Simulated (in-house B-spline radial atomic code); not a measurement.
A run on neutral terbium that did not converge. Method: scalar-relativistic (X2C) B3LYP, spin-polarised, spherical fractional occupations, Fermi nucleus of rms radius 5.06 fm; computed with a B-spline radial code for spherical atoms.

Command:
```bash
python run_scf.py task.json out
```
Settings (nuclear radius in fm, mass in u):
```
Z                65
configuration    [Xe] 4f9 6s2
hamiltonian      x2c
method           b3lyp
spin_polarised   True
nucleus          fermi
rms_radius       5.06
atomic_mass      158.92535
speed_of_light   137.035999084
```

First and last ten iterations of the last attempt (damped for 15 steps, keeping 80 % of the old Fock matrix, then DIIS):
```
 iter        energy (Eh)    residual
    1      -11664.102111    7.04e-01
    2      -11669.448881    1.24e+00
    3      -11688.813596    7.88e-01
    4      -11699.206521    4.85e-01
    5      -11704.402743    3.09e-01
    6      -11706.807611    2.05e-01
    7      -11707.843261    1.32e-01
    8      -11708.271488    8.22e-02
    9      -11708.453318    5.42e-02
   10      -11708.538392    4.05e-02
  111      -11707.262338    1.06e-01
  112      -11707.262887    1.06e-01
  113      -11707.129063    1.11e-01
  114      -11707.203009    1.08e-01
  115      -11707.537123    9.44e-02
  116      -11708.640807    3.79e-03
  117      -11708.639988    5.44e-03
  118      -11708.639793    5.55e-03
  119      -11708.639878    5.43e-03
  120      -11708.640102    5.18e-03
 not converged after 120 iterations
```

The smallest residual met was 1.0e-03; the threshold is about 6e-07. No energy from this run should be used. Run time, properties included: 4.1 s on 1 thread of Intel(R) Xeon(R) 6975P-C, on a shared host.
